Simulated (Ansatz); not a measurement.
Relaxation of Hg₂O₃⁻ with UKS PBE0-D4/def2-SVPD.

```sh
$ ansatz run in.yaml --threads 4 --pin off --events-out ev --progress --plain --max-ram 4787MiB
```

```yaml
crystal:
  periodic: [false, false, false]
  atoms:
    - {symbol: Hg, position_ang: [-0.429470, -0.647800, -0.011870]}
    - {symbol: Hg, position_ang: [1.081140, 1.627330, 0.064980]}
    - {symbol: O, position_ang: [1.676400, -0.205560, -0.169840]}
    - {symbol: O, position_ang: [-1.483570, -2.225210, -0.122850]}
    - {symbol: O, position_ang: [-0.844500, 1.451240, 0.239580]}
basis:
  gaussian: {orbitals: def2-SVPD}
total_charge: -1
magnetization: {spin_polarized: true, initial_magnetization: 1}
hamiltonian: {xc: pbe0, dispersion: d4}
scf: {lower_state_search: "off"}
output: {orbitals: {seedname: orbitals}}
relax: {f_tol: 0.02, max_steps: 100}
```

Hardware: 4 threads of Arm Neoverse V1 on a shared host. Wall time 40 s, peak host memory 0.61 GiB.

Positions (Å) and forces (eV/Å) at steps 1, 2, 3, 4, 5, 6 of 6:

```xyz
5
step=1 energy=-14477.6611 eV
Hg   -0.429   -0.648   -0.012   -0.129   -0.167   -0.033
Hg    1.081    1.627    0.065    2.441    3.703    0.123
O     1.676   -0.206   -0.170    1.748   -2.568   -0.399
O    -1.484   -2.225   -0.123   -1.030   -1.573   -0.072
O    -0.845    1.451    0.240   -3.029    0.606    0.381
5
step=2 energy=-14478.3359 eV
Hg   -0.479   -0.711   -0.036    0.686    1.133    0.084
Hg    1.177    1.768    0.076    0.820    1.266    0.055
O     1.717   -0.203   -0.170   -0.083   -1.121   -0.119
O    -1.559   -2.348   -0.118   -0.466   -0.752   -0.045
O    -0.856    1.493    0.248   -0.958   -0.526    0.025
5
step=3 energy=-14478.5385 eV
Hg   -0.605   -0.559   -0.004   -0.603   -0.732   -0.039
Hg    1.297    1.855    0.092    0.294    0.120   -0.017
O     1.599   -0.341   -0.189    0.265    0.090   -0.008
O    -1.418   -2.484   -0.140    0.231    0.653    0.054
O    -0.873    1.530    0.241   -0.187   -0.131    0.011
5
step=4 energy=-14478.5490 eV
Hg   -0.787   -0.563    0.003    0.424    0.252    0.045
Hg    1.419    1.880    0.055   -0.293   -0.136    0.026
O     1.610   -0.299   -0.161   -0.255   -0.143   -0.012
O    -1.360   -2.498   -0.155    0.050    0.180   -0.002
O    -0.881    1.480    0.258    0.074   -0.153   -0.057
5
step=5 energy=-14478.5917 eV
Hg   -0.710   -0.548    0.005    0.001   -0.074   -0.010
Hg    1.350    1.844    0.080   -0.026    0.003    0.001
O     1.596   -0.335   -0.184   -0.016   -0.015    0.001
O    -1.352   -2.454   -0.144    0.019    0.024    0.001
O    -0.885    1.493    0.242    0.023    0.061    0.006
5
step=6 energy=-14478.5920 eV
Hg   -0.709   -0.548    0.005   -0.001   -0.009    0.000
Hg    1.346    1.843    0.078   -0.001    0.004    0.001
O     1.593   -0.339   -0.182   -0.003   -0.001    0.000
O    -1.348   -2.454   -0.145    0.001    0.003    0.000
O    -0.882    1.498    0.244    0.003    0.004    0.000
```

In the def2 sets Hg takes a core potential; there is no spin–orbit coupling. The charge -1 doublet is spin-contaminated (final ⟨S²⟩ up to 1.58, 0.75 for a pure state). The relaxation made no stability test and no search for a lower SCF solution. Another isomer (doublet) lies 2.14 eV lower at PBE0-D4/def2-TZVPD; other spin states weren't run for this one.
